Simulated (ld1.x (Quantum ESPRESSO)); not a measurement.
Ranking RRKJ potentials for Co

All share these settings but for the change named:

* Element: Co
* Generator: ld1.x (Quantum ESPRESSO) 7.5
* Type: norm-conserving RRKJ (Kleinman–Bylander form)
* Functional: LDA (PZ)
* Relativity: scalar-relativistic
* Frozen core: [Ar]
* Valence charge: 9
* Reference configuration: 3d7 4s2 4p0
* Partial waves: 4p (bound, empty): rc 2.15 bohr; 3d (bound): rc 1.65 bohr; 4s (bound): rc 2.35 bohr
* Local potential: the s channel
* Core correction: a·sin(br)/r model core inside 1.15 bohr
* rho0: 0.001

Cutoff: the first of the cutoffs (Ry, on a coarse ladder) from which the occupation-weighted sum of valence levels, in a spherical-Bessel basis at the reference potential, stays within 10 and 1 mRy of its value at 400 Ry; the density cutoff is not measured.

The base gives 70 Ry.

Of 9 variants that were run, those that failed, showed a ghost or another fault, or gave nearly equal values are left out.

A variant can come out equal or close to the base.

Q: Rank these variants from softest to hardest (loose cutoff).
A. wave 3d (bound): rc 1.65 bohr becomes 3d (bound): rc 1.86 bohr
B. functional revPBE
C. core [Ne], valence charge 17; reference 3s2 3p6 3d7 4s2 4p0; waves now 3s (bound): rc 1.10 bohr; 3p (bound): rc 0.95 bohr; 3d (bound): rc 1.00 bohr; local potential all-electron potential smoothed inside 0.75 bohr (lloc = -1); core correction none
D. type TM; rho0 0

A: A (50 Ry), B (70 Ry), D (100 Ry), C (160 Ry).
